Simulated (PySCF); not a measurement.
# Cu(2+) (copper, charge +2): r2SCAN calculation

Configuration: [Ar] 3d9, 2D determinant. Computed with PySCF 2.14 in aug-cc-pVDZ-PP with ECP10MDF, with scalar relativity through the core potential.

| Property | Result |
| --- | --- |
| Total energy | -196.1342 hartree |
| One-electron energy | -338.1441 hartree |
| Hartree (Coulomb) energy | 160.2728 hartree |
| Exchange-correlation energy | -18.2628 hartree |
| ⟨S²⟩ | 0.7508 |
| ⟨L²⟩ | 6.010 |
| Sum of ⟨r⟩ | 14.20 bohr |
| Sum of ⟨r²⟩ | 14.98 bohr² |
| Traceless quadrupole moment −½Σ⟨3z² − r²⟩ along its main axis | -0.361 e·bohr² |
| Time after the integrals | 0.78 s of wall time on 1 thread of Intel(R) Xeon(R) 6975P-C (shared host) |

| shell | electrons | mean orbital energy (hartree) | spread (hartree) | rms radius, mean of both spins (bohr) |
| --- | --- | --- | --- | --- |
| 3s α | 1 | -5.37868 | 0 | 0.764 |
| 3s β | 1 | -5.30566 | 0 | 0.764 |
| 3p α | 3 | -3.73618 | 0.08897 | 0.810 |
| 3p β | 3 | -3.66612 | 0.01110 | 0.810 |
| 3d α | 5 | -1.11743 | 0.10234 | 1.05 |
| 3d β | 4 | -1.07152 | 0.08791 | 1.05 |

Energies and moments cover only the electrons outside the core potential.
